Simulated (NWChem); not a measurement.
Species: GeH cation, singlet

Results from NWChem. Low-valent species are run as closed-shell singlets; no triplet was tried in these runs. Geometry: optimised at B3LYP/6-31G* (spherical d). B3LYP is NWChem's, with the RPA form of VWN correlation. Vertical excitations in the gas phase; the lowest state need not have the same character in each row.

| level | lowest excitation, singlet (eV) | oscillator strength of that lowest state | lowest state with f > 0.02, singlet (eV) | oscillator strength of that bright state | lowest triplet (eV) | orbital gap (eV) |
|---|---|---|---|---|---|---|
| PBE/def2-SVP, full TDDFT | 3.10 | 0.009 | 10.30 | 1.220 | 1.99 | 2.68 |
| B3LYP/def2-SVP, full TDDFT | 3.15 | 0.010 | 10.35 | (withheld) | (withheld) | (withheld) |
| LRC-wPBEh/def2-SVP, full TDDFT | 3.18 | 0.012 | 10.39 | 1.269 | 1.86 | 8.40 |

Fill in the missing entries.


- B3LYP/def2-SVP, full TDDFT, oscillator strength of that bright state: 1.244
- B3LYP/def2-SVP, full TDDFT, lowest triplet (eV): 2.05
- B3LYP/def2-SVP, full TDDFT, orbital gap (eV): 4.29
